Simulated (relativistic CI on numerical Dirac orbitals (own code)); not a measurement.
## Co⁴⁺ in a cubic cluster: 3s photoemission with charge transfer

Computed with a charge-transfer multiplet model of a cubic metal-ligand cluster with up to 3 ligand holes, Slater and spin-orbit integrals from Dirac-Coulomb-Breit ions, Slater integrals scaled by 0.7. The ground state mixes d5 with configurations of k ligand holes L, whose averages lie at kΔ + k(k − 1)U_dd/2; a core hole lowers each added d electron by U_cd. 300 K, Lorentzian 1.4 eV and Gaussian 0.8 eV FWHM.

Atomic integrals in eV (Slater integrals scaled, ζ unscaled), ground: F2dd 9.508, F4dd 5.971, zeta_d 0.080; with the core hole: F2dd 10.152, F4dd 6.404, zeta_d 0.090, G2cd 9.806.

Cluster parameters (eV): Δ = -0.4, U_dd = 7.3, U_cd = 9.5, 10Dq(ligand) = 0.6, V(eg) = 1.6, V(t2g) = -0.71, final-state hopping factor = 1.

| Case | n_d | d5 | d6L | d7L2 | d8L3 | S |
| --- | --- | --- | --- | --- | --- | --- |
| 10Dq = 0.2 eV | 5.43 | 0.59 | 0.38 | 0.02 | 0.00 | 2.50 |
| 10Dq = 0.5 eV | 5.42 | 0.61 | 0.37 | 0.02 | 0.00 | 2.50 |
| 10Dq = 0.8 eV | 5.41 | 0.61 | 0.36 | 0.02 | 0.00 | 2.50 |

Weights, n_d and S are thermal averages at 300 K. Binding energies count from the first peak over 30 % of the highest in each spectrum, which can be another peak from case to case. The parameters are a model scan and need not match a compound or its usual spin state. Peaks in eV (height, largest 100):
- 10Dq = 0.2 eV: 0.0 (100), 5.2 (62), 8.7 (47), 11.1 (69), 14.3 (55), 22.8 (54)
- 10Dq = 0.5 eV: 0.0 (100), 5.4 (65), 8.7 (48), 11.0 (74), 14.4 (56), 19.4 (8), 22.7 (56)
- 10Dq = 0.8 eV: 0.0 (100), 5.6 (69), 8.7 (49), 10.9 (79), 14.5 (58), 19.3 (9), 22.6 (60)

Curve for 10Dq = 0.8 eV (points under 2 left out, the grid thinned):

```
E (eV)  Intensity
  -3.5        5.9
  -2.8        8.7
  -2.2       13.2
  -1.5       25.4
  -0.9       51.7
  -0.2       96.2
   0.5       81.7
   1.1       52.5
   1.8       34.9
   2.4       24.2
   3.1       20.7
   3.7       25.7
   4.4       39.8
   5.1       60.4
   5.7       68.5
   6.4       46.2
   7.0       31.3
   7.7       33.4
   8.4       46.7
   9.0       47.3
   9.7       47.6
  10.3       63.6
  11.0       79.0
  11.7       56.2
  12.3       36.7
  13.0       32.0
  13.6       39.5
  14.3       56.6
  15.0       45.3
  15.6       25.1
  16.3       14.2
  16.9       11.4
  17.6       10.0
  18.3        8.9
  18.9        9.0
  19.6        9.0
  20.2        9.4
  20.9       13.4
  21.5       24.5
  22.2       51.5
  22.9       54.0
  23.5       29.5
  24.2       13.0
  24.8        7.6
  25.5        4.8
```

For the case 10Dq = 0.5 eV, Δ = -0.4 eV is smaller than U_dd = 7.3 eV, the charge-transfer side of the Zaanen-Sawatzky-Allen scheme (negative Δ: between configuration averages a ligand hole costs less than the nominal valence; multiplet and field energies can change this for the lowest states). With the core hole the average of the configuration with one ligand hole lies at Δ − U_cd = -9.9 eV before mixing: it lies below the unscreened one, so the lowest final states are mostly screened and the unscreened weight appears at higher binding energy as a satellite.

Without intra-shell correlation the exchange splitting of the 3s hole comes out too large.
